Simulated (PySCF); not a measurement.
A PySCF script (with the pyscf-properties extension) for the NMR shieldings of SMILES CCCB(P)CC#N, C5H11BNP, on a GFN2-xTB geometry:

```python
import basis_set_exchange as bse
import numpy as np
from pyscf import gto, dft
from pyscf.prop import nmr

atoms = """
C     2.395492   -0.407696   -0.514328
C     1.725035    0.615736    0.392837
C     0.364028    0.115343    0.891787
B    -0.773657   -0.057766   -0.187883
P    -0.775629    0.811923   -1.855626
C    -1.976345   -1.069840    0.120261
C    -2.890439   -0.417679    1.017837
N    -3.605546    0.124037    1.727662
H     1.775592   -0.596937   -1.390028
H     2.542901   -1.347786    0.013211
H     3.364645   -0.047036   -0.849871
H     2.373384    0.821444    1.247708
H     1.595467    1.551445   -0.157601
H     0.525300   -0.804321    1.462817
H    -0.020987    0.837400    1.624354
H    -2.114456    1.151164   -1.907470
H    -0.338037    2.064363   -1.475881
H    -1.638636   -1.987134    0.610085
H    -2.537917   -1.347408   -0.777332
"""
names = dict.fromkeys(["C", "B", "P", "N", "H"], "pcSseg-1")
basis = {el: gto.basis.parse(bse.get_basis(n, elements=[el], fmt="nwchem")) for el, n in names.items()}
mol = gto.M(atom=atoms, basis=basis, charge=0, verbose=0)
mf = dft.RKS(mol, xc="PBE0")
mf.grids.level = 2
mf.grids.alignment = dft.numint.BLKSIZE   # the property module wants whole blocks of grid points
mf.conv_tol = 1e-9
mf.kernel()

calc = nmr.RKS(mf)   # GIAO
C = mf.mo_coeff
Co = C[:, mf.mo_occ > 0]
resp = mf.gen_response(singlet=True, hermi=2)
def vind(x):   # induced exchange potential for any number of trial vectors
    d = np.einsum("pi,xij,qj->xpq", C, 2 * x.reshape(-1, C.shape[1], Co.shape[1]), Co, optimize=True)
    return np.einsum("xpq,pi,qj->xij", resp(d - d.transpose(0, 2, 1)), C, Co, optimize=True).ravel()
mo1, _ = nmr.rhf.solve_mo1(calc, with_cphf=vind)
sigma = calc.kernel(mo1)
for i, s in enumerate(sigma):   # ppm
    w = np.linalg.eigvalsh((s + s.T) / 2)
    print("%2d %-2s iso %8.1f  s11 %8.1f  s22 %8.1f  s33 %8.1f" % (i, mol.atom_pure_symbol(i), w.mean(), *w))
```

**Question.** What does it print?

**Answer.** 
```
 0 C  iso    167.6  s11    154.3  s22    163.0  s33    185.5
 1 C  iso    163.1  s11    159.6  s22    160.5  s33    169.1
 2 C  iso    148.5  s11    128.2  s22    148.6  s33    168.6
 3 B  iso      4.6  s11    -87.9  s22    -17.9  s33    119.7
 4 P  iso    525.4  s11    450.7  s22    508.3  s33    617.3
 5 C  iso    170.5  s11    153.3  s22    176.9  s33    181.4
 6 C  iso     67.3  s11    -47.9  s22    -41.6  s33    291.4
 7 N  iso    -31.4  s11   -202.7  s22   -196.6  s33    305.0
 8 H  iso     30.7  s11     25.2  s22     31.8  s33     35.0
 9 H  iso     31.1  s11     27.1  s22     29.1  s33     37.0
10 H  iso     30.5  s11     26.2  s22     27.2  s33     38.2
11 H  iso     29.9  s11     24.8  s22     28.2  s33     36.5
12 H  iso     29.8  s11     26.5  s22     28.8  s33     34.2
13 H  iso     30.0  s11     25.3  s22     30.7  s33     33.9
14 H  iso     29.8  s11     24.9  s22     28.8  s33     35.6
15 H  iso     29.2  s11     24.2  s22     27.3  s33     36.1
16 H  iso     28.8  s11     23.4  s22     28.0  s33     34.9
17 H  iso     29.4  s11     26.4  s22     27.2  s33     34.6
18 H  iso     29.1  s11     25.7  s22     28.2  s33     33.4
```

These numbers come from an equivalent density-fitted implementation of the same equations, which agrees with the script to about 0.01 ppm for H and up to a few tenths of a ppm for heavy atoms, so last digits may differ.

Size and cost of the density-fitted run: 198 basis functions, 56 s wall time on 1 thread of an Arm Neoverse N1, shared host; peak memory 0.81 GiB.
